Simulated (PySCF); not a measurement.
Work out the structure from these simulated measurements.

Formula: C6H12O2Si.

| Property | Result |
| --- | --- |
| NMR, other nuclei | isotropic shieldings of nuclei other than C and H, by class: -321 (1 O), 295 (1 O), 390 (1 Si) ppm [GIAO PBE0/pcSseg-1] |
| 13C NMR | chemical shifts (computed TMS as zero) by class: 208.9 (1 C), 70.2 (1 C), 68.2 (1 C), 41.8 (1 C), 30.1 (1 C), 9.7 (1 C) ppm [GIAO PBE0/pcSseg-1] |
| UV, first state | lowest singlet excitation: 4.53 eV (274 nm, f = 0.001) [TDDFT CAM-B3LYP/def2-SVPD] |
| Rotational structure | rotational constants A, B, C: 2.417, 0.975, 0.784 GHz [PBE0-D3(BJ)/def2-SVP] |
| Valence photoelectron | vertical ionisation energy: 9.27 eV [ΔSCF CAM-B3LYP/def2-SVPD] |
| 1H NMR | chemical shifts (computed TMS as zero) by class: 4.38 (1 H), 4.20 (1 H), 4.12 (1 H), 4.01 (1 H), 3.57 (1 H), 3.16 (1 H), 2.38 (1 H), 2.01 (3 H), 1.03 (1 H), 0.54 (1 H) ppm [GIAO PBE0/pcSseg-1] |
| Dipole | 3.12 D [CAM-B3LYP/def2-SVPD] |
| Polarisability | 101.5 au [CAM-B3LYP/def2-SVPD] |
| UV, strongest line | among the 10 lowest singlet transitions: S5 at 7.41 eV (167 nm, f = 0.101) [TDDFT CAM-B3LYP/def2-SVPD] |

Electronic properties: PySCF, gas phase, density fitting. Levels stand in brackets. One conformer (not necessarily the lowest) at the PBE0-D3(BJ)/def2-SVP geometry, without solvent, vibrations or thermal averaging. NMR values are class means; diastereotopic atoms form classes of their own.

Question: Give a SMILES that accounts for the data.

Answer: Numbering: `[CH3:1][C:2](=[O:3])[C@@H:4]1[CH2:5][O:6][CH2:7][CH2:8][SiH2:9]1`. Its formula, C6H12O2Si, gives 2 degrees of unsaturation: 1 ring and 1 π bond in the structure found. 6 carbons fall into 6 classes; from least to most shielded: ketone carbonyl carbon [C2] (208.9 ppm), ring sp3 carbon bound to oxygen [C5] (70.2 ppm), ring sp3 carbon bound to oxygen [C7] (68.2 ppm), ring sp3 carbon bound to silicon [C4] (41.8 ppm), methyl carbon next to a carbonyl [C1] (30.1 ppm), ring sp3 carbon bound to silicon [C8] (9.7 ppm). Hydrogen classes from least to most shielded: 1 H on an SiH2 silicon, Si9 (4.38 ppm), 1 H on an sp3 carbon bound to oxygen, C7 (4.20 ppm), 1 H on an sp3 carbon bound to oxygen, C5 (4.12 ppm), 1 H on an SiH2 silicon, Si9 (4.01 ppm), 1 H on an sp3 carbon bound to oxygen, C5 (3.57 ppm), 1 H on an sp3 carbon bound to oxygen, C7 (3.16 ppm), 1 H on an sp3 carbon bound to silicon, C4 (2.38 ppm), 3 H on a methyl carbon next to a carbonyl, C1 (2.01 ppm), 1 H on an sp3 carbon bound to silicon, C8 (1.03 ppm), 1 H on an sp3 carbon bound to silicon, C8 (0.54 ppm). The other shieldings belong to: -321 ppm, ketone oxygen [O3]; 295 ppm, cyclic ether oxygen [O6]; 390 ppm, SiH2 silicon [Si9]. The first electron is taken from the HOMO, whose largest Löwdin shares are 0.43 on the ketone oxygen, 0.14 on the cyclic ether oxygen, 0.10 on an sp3 carbon bound to silicon and 0.10 on the ketone carbonyl carbon. The optimised geometry has point group C1 and is an asymmetric top. Structure: `CC(=O)[C@@H]1COCC[SiH2]1`. Computed isomers that give other values at the same levels: `C=CC[Si@@](C)(O)OC=C` (rotational constant A: 1.905 GHz; this holds for the one conformer computed). The assignments are read from this structure; whether some other isomer fits the data as well wasn't checked. The mirror image fits equally.
